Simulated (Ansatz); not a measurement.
**Molecular dynamics of C2H9BFN**

The input (input.yaml):

```yaml
crystal:
  periodic: [false, false, false]
  atoms:
    - { symbol: B, position_ang: [-0.1813, 0.0399, 0.1101] }
    - { symbol: "N", position_ang: [1.4956, -0.4929, 0.4978] }
    - { symbol: C, position_ang: [-0.9873, -1.0975, -0.6426] }
    - { symbol: C, position_ang: [-0.2573, 1.5771, -0.2623] }
    - { symbol: H, position_ang: [0.7621, -0.4569, 1.6133] }
    - { symbol: F, position_ang: [-0.3907, -0.1364, 1.7699] }
    - { symbol: H, position_ang: [2.2136, 0.2017, 0.3909] }
    - { symbol: H, position_ang: [1.7705, -1.3832, 0.1233] }
    - { symbol: H, position_ang: [-2.0364, -0.8327, -0.7582] }
    - { symbol: H, position_ang: [-0.9492, -2.0478, -0.1148] }
    - { symbol: H, position_ang: [-0.5895, -1.2633, -1.6425] }
    - { symbol: H, position_ang: [0.1385, 1.7603, -1.2587] }
    - { symbol: H, position_ang: [-1.2866, 1.9295, -0.2596] }
    - { symbol: H, position_ang: [0.2979, 2.2023, 0.4333] }
magnetization:
  spin_polarized: true
basis:
  gaussian: { orbitals: STO-3G }
hamiltonian:
  xc: b3lyp
  dispersion: d4
md:
  timestep: 0.5
  n_steps: 150
  ensemble: nve
  temperature: 1000.0
  initial_velocities: maxwell_boltzmann
  seed: 644986
```

Launched with:

```bash
$ ansatz run input.yaml --threads 1 --pin off --max-ram 2048MiB --backend cpu --events-out ev --progress --plain --runs-dir out
```

It starts from a rough guess of a transition structure, not a stationary point.

Output, in part (step lines, the closing report, with atoms numbered from 0):

```
md step     0: t =     0.00 fs  T =  1000.0 K  F+E_penalty+E_count = -7012.19586669 eV  E_kin = 1.551120 eV  conserved = -7010.64474670 eV  (23 SCF iters)
[... lines left out ...]
Total energy: -7011.72269459 eV, -257.6760563097 hartree
Atom 0 at    -0.374193     0.000209     0.335161 Å, force    -0.730361     2.125926     1.167317 eV/Å
Atom 1 at     1.919540    -0.561797     0.527557 Å, force    -1.862259    -2.301306     4.024825 eV/Å
Atom 2 at    -1.095149    -1.039784    -0.600261 Å, force     1.913950    -2.433382    -0.967868 eV/Å
Atom 3 at    -0.207387     1.534510    -0.324975 Å, force    -1.574755    -0.082877     3.303026 eV/Å
Atom 4 at     2.582468    -0.830978     1.383047 Å, force    -1.602051     0.628752    -2.098048 eV/Å
Atom 5 at    -0.672880    -0.051695     1.674232 Å, force     0.962961     0.116199    -1.915909 eV/Å
Atom 6 at     2.364114     0.149237     0.013314 Å, force     1.993935     2.828877    -1.847473 eV/Å
Atom 7 at     1.879315    -1.374184    -0.103519 Å, force     0.324005    -1.018933    -0.487741 eV/Å
Atom 8 at    -1.704620    -1.733527    -0.000508 Å, force    -0.750127     0.371680    -0.290212 eV/Å
Atom 9 at    -0.295824    -1.771225    -0.994120 Å, force    -1.202694     1.241775    -0.159035 eV/Å
Atom 10 at    -1.631714    -0.548651    -1.461039 Å, force     0.374390    -0.807848     0.925017 eV/Å
Atom 11 at     0.374084     1.762900    -1.204672 Å, force     0.432921    -0.281163    -0.684901 eV/Å
Atom 12 at    -1.263611     1.978735    -0.440441 Å, force     1.550669    -0.860552    -0.159091 eV/Å
Atom 13 at     0.203082     2.083913     0.553267 Å, force     0.169417     0.472851    -0.809908 eV/Å
Dipole moment:     0.753245    -0.259725    -0.052035 e Å
```

The steps, from the saved trajectory:

| time (fs) | T (K) | potential energy less start (eV) | conserved less start (meV/atom) |
| --- | --- | --- | --- |
| 0 | 1000 | 0.000 | 0.00 |
| 2.5 | 753 | 0.384 | 0.12 |
| 5 | 549 | 0.704 | 0.36 |
| 7.5 | 715 | 0.445 | 0.17 |
| 10 | 802 | 0.310 | 0.25 |
| 12.5 | 885 | 0.177 | -0.07 |
| 15 | 680 | 0.501 | 0.34 |
| 17.5 | 803 | 0.307 | 0.07 |
| 20 | 861 | 0.219 | 0.23 |
| 22.5 | 706 | 0.459 | 0.19 |
| 25 | 663 | 0.526 | 0.15 |
| 27.5 | 802 | 0.311 | 0.24 |
| 30 | 1133 | -0.208 | -0.16 |
| 32.5 | 941 | 0.097 | 0.36 |
| 35 | 948 | 0.080 | -0.08 |
| 37.5 | 681 | 0.502 | 0.45 |
| 40 | 721 | 0.432 | -0.08 |
| 42.5 | 453 | 0.855 | 0.52 |
| 45 | 751 | 0.385 | -0.12 |
| 47.5 | 824 | 0.277 | 0.25 |
| 50 | 906 | 0.146 | 0.02 |
| 52.5 | 776 | 0.350 | 0.20 |
| 55 | 749 | 0.393 | 0.26 |
| 57.5 | 895 | 0.161 | -0.17 |
| 60 | 652 | 0.546 | 0.43 |
| 62.5 | 800 | 0.309 | -0.12 |
| 65 | 666 | 0.525 | 0.55 |
| 67.5 | 926 | 0.112 | -0.24 |
| 70 | 554 | 0.700 | 0.55 |
| 72.5 | 771 | 0.353 | -0.17 |
| 75 | 698 | 0.473 | 0.38 |

The run went to its last step. The conserved energy stayed within 0.56 meV per atom of its start (net change 0.38 meV per atom), so the integration is sound. A run of 0.075 ps of so small a system gives no equilibrium averages. The orbitals were unrestricted but ended closed-shell. Limits of this set-up: minimal basis.

The planned step would form B1–F6, N2–H5 and break B1–N2, H5–F6. These pairs go: B1–F6 1.68 → 1.37 Å, N2–H5 1.34 → 1.12 Å, B1–N2 1.80 → 2.37 Å, H5–F6 1.21 → 3.36 Å. In the last frame they stand as after the step (other bonds may differ from the relaxed reactants and products). It ends as C2H6BF + H3N. Pairs count as bonded within 1.25 times the sum of covalent radii (0.12 Å more for H–H).

Last frame:

```xyz
14
Properties=species:S:1:pos:R:3
B -0.374 0.000 0.335
N 1.919 -0.562 0.528
C -1.095 -1.040 -0.600
C -0.207 1.534 -0.325
H 2.583 -0.831 1.383
F -0.673 -0.052 1.674
H 2.364 0.149 0.013
H 1.879 -1.374 -0.103
H -1.705 -1.734 -0.001
H -0.296 -1.771 -0.994
H -1.632 -0.549 -1.461
H 0.374 1.763 -1.205
H -1.264 1.979 -0.440
H 0.203 2.084 0.553
```

The run took 7.6 min on 1 thread of Arm Neoverse V2 (shared host), peak memory 0.13 GiB.
